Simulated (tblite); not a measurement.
Isomers of C6H9NO2. Calculated harmonic vibrations of the isolated species, GFN2-xTB (tblite), most abundant isotopes, no scaling. The method is semi-empirical: single wavenumbers can be off by several per cent or more. One conformer each.

Electronic energies: GFN2-xTB at the same geometries; isomer energies are rough at this level and their order can be wrong.

```tsv
SMILES	electronic energy, lowest = 0 (kcal/mol)
[H]/N=C1/CC[C@@H]1C(=O)OC	6.4
CC(=O)[C@@H]1C[C@H]1NC=O	7.3
[H]/N=C\[C@H]1CCCOC1=O	0.0
COC/C(C#N)=C\CO	42.4
O=CN[C@@H]1C=C[C@@H]1CO	25.6
```

How do GFN2-xTB zero-point energies change the relative energies?

| SMILES | ZPE (kcal/mol) | of it from modes above 1550 cm⁻¹ | electronic (kcal/mol) | with ZPE, lowest = 0 (kcal/mol) | lowest mode (cm⁻¹) | rings |
| --- | --- | --- | --- | --- | --- | --- |
| [H]/N=C\[C@H]1CCCOC1=O | 91.1 | 43.6 | 0.0 | 0.0 | 52 | 1 |
| [H]/N=C1/CC[C@@H]1C(=O)OC | 89.5 | 44.3 | 6.4 | 4.7 | 10 | 1 |
| CC(=O)[C@@H]1C[C@H]1NC=O | 88.9 | 44.6 | 7.3 | 5.1 | 29 | 1 |
| O=CN[C@@H]1C=C[C@@H]1CO | 89.4 | 44.5 | 25.6 | 23.9 | 47 | 1 |
| COC/C(C#N)=C\CO | 88.4 | 44.3 | 42.4 | 39.7 | 46 | 0 |

The zero-point energies span 2.7 kcal/mol, from `COC/C(C#N)=C\CO` to `[H]/N=C\[C@H]1CCCOC1=O`. The order is unchanged.

What do entropy and thermal enthalpy add at 298.15 K and 1 bar (rigid rotor, harmonic oscillator, one conformer each)?

| SMILES | point group | symmetry number | S (cal/(mol K)) | H − H(0) (kcal/mol) | ZPE + H − H(0) − TS (kcal/mol) |
| --- | --- | --- | --- | --- | --- |
| [H]/N=C\[C@H]1CCCOC1=O | C1 | 1 | 90.5 | 5.85 | 70.0 |
| CC(=O)[C@@H]1C[C@H]1NC=O | C1 | 1 | 99.4 | 6.77 | 66.0 |
| O=CN[C@@H]1C=C[C@@H]1CO | C1 | 1 | 93.5 | 6.29 | 67.8 |
| COC/C(C#N)=C\CO | C1 | 1 | 100.5 | 7.08 | 65.5 |

Not tabulated: `[H]/N=C1/CC[C@@H]1C(=O)OC` (lowest mode only 10 cm⁻¹).
